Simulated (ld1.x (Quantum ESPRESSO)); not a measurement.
## Before and after: TM potential for B

boron (B), norm-conserving Troullier–Martins (Kleinman–Bylander form), made with ld1.x (Quantum ESPRESSO) 7.5 (PBE, scalar-relativistic). Core [He], reference 2s2 2p1. Waves: 2p (bound): rc 2.95 bohr; 2s (bound): rc 1.05 bohr. Local part: the s channel. Core correction: a·sin(br)/r model core, default radius (core density twice the valence density).

All-electron outer shells of the reference configuration (PBE, scalar-relativistic, ld1.x):

| shell | level (eV) | outermost node (bohr) | outermost maximum (bohr) |
| --- | --- | --- | --- |
| 1s | -180.59 | – | 0.21 |
| 2s | -9.44 | 0.46 | 1.52 |
| 2p | -3.61 | – | 1.57 |

Change: local potential the p channel.

Cutoffs: the cutoffs (Ry, on a coarse ladder) from which the occupation-weighted sum of valence levels, in a spherical-Bessel basis at the reference potential, stays within 10 and 1 mRy of its value at 400 Ry; they do not see the model core or the augmentation charge, which bear on the density cutoff. Errors are all-electron minus pseudo energies relative to the spin-unpolarised reference configuration.

Task: Predict the effect on cutoff, ghosts and configuration errors.

Result: The potential gets neither clearly harder nor softer (45 Ry and 110 Ry → 45 Ry and 100 Ry); of the 7 tests that both files solve, the error grows in 1 and shrinks in 2 by more than 15 % and 0.3 meV (median size 44.9 → 62.2 meV); the range in which the s phases agree narrows (upper end 4.8 → 0.6); neither file shows a bound ghost.

| quantity | base | changed |
| --- | --- | --- |
| cutoff, loose | 45 Ry | 45 Ry |
| cutoff, tight | 110 Ry | 100 Ry |
| bound ghosts | none | none |
| error for 2s2 2p0, meV [ΔE 8.22 eV] | +81 | +72 |
| error for 2s1 2p0, meV [ΔE 33.64 eV] | +262 | +249 |
| error for 2s2 2p0.5, meV [ΔE 2.89 eV] | +11 | +7.7 |
| error for 2s2 2p1.3, meV [ΔE -0.74 eV] | +0.9 | -0.2 |
| error for 2s1 2p1, meV [ΔE 14.36 eV] | -45 | -62 |
| error for 2s1 2p2, meV [ΔE 5.85 eV] | -17 | -18 |
| error for 2s0 2p3, meV [ΔE 11.72 eV] | -70 | -72 |
| s: phases at 3.19 bohr within 0.05 rad from the reference energy up to (Ry; the scan ends near 5) | 4.8 | 0.6 |
| p: phases at 3.19 bohr within 0.05 rad from the reference energy up to (Ry; the scan ends near 5) | 0.9 | 0.6 |
